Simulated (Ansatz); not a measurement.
Two shapes of singlet Li₂F₂.

Shape 1:

```xyz
4

Li    1.1079    0.0376   -0.0328
Li   -1.1099    0.0329   -0.0373
F     0.0167    1.3138    0.0420
F     0.0039   -1.3052   -0.0482
```

Shape 2:

```xyz
4

Li    1.1931    0.0000    0.0000
Li   -1.1931    0.0000    0.0000
F     0.0000    1.3959    0.0000
F     0.0000   -1.3959    0.0000
```

Basis set: cc-pVDZ (spherical functions). Left uncorrelated: 2 orbitals. Charge 0, multiplicity 1.

Computed with Ansatz (development build ahead of 0.2.0); each method stands on the lowest determinant of its kind that the runs found.

Problem. Which shape is lower in energy, and by how much in each method?

Solution.

| method | E(2) − E(1) (eV) |
| --- | --- |
| RHF | 0.149 |
| RHF-MP2 | 0.073 |

Shape 1 is lower.
